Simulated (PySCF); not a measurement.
Molecule: SMILES OC([SiH2][SiH2]C(C)C)=O. Atoms near the plane z = 0.8 Å, at the GFN2-xTB optimised geometry (x, y, z in Å): C1 (-0.4, -3.0, 1.2), C2 (0.1, -2.2, 0.0), C3 (1.6, -2.2, 0.0), Si4 (-0.6, -0.4, 0.0), H9 (-1.5, -3.1, 1.2), H11 (0.0, -4.1, 1.2), H13 (2.0, -1.7, 0.9), H14 (2.0, -3.2, 0.0), H16 (-2.0, -0.5, 0.0), H17 (-0.2, 0.2, 1.3).

Computed with CAM-B3LYP/def2-SVP in PySCF. The values are rescaled to run from 0 to 1.

```
|                         |
|                         |
|                         |
|                         |
|                         |
|                         |
|                         |
|                         |
|                         |
|                         |
|          :##:           |
|       -:.*@@%.          |
|      +@%++@@%.          |
|      #@@%-:#-  ::       |
|      =%@+:-=. %@@:      |
|           -+::@@@=      |
|         ..*#--@@%.      |
|       :@@%*@=.==.       |
|       #@@@:*: +%+       |
|       =@%+%@% :%#.      |
|        . .@@@  ::       |
|          .@@@           |
|           -*:           |
|                         |
|                         |
```
Scale: ten equal steps from 0.000 (start of ' ') to 1.00 (end of '@'), in the order ' .:-=+*#%@'; x runs from -6.50 to 6.50, y from -6.50 (bottom) to 6.50 (top).

Task: Which quantity is mapped?
A) log10 of the electron density
B) an orbital amplitude
C) electron localisation function
D) deformation density (molecule minus spherical neutral atoms)

Result: C, electron localisation function
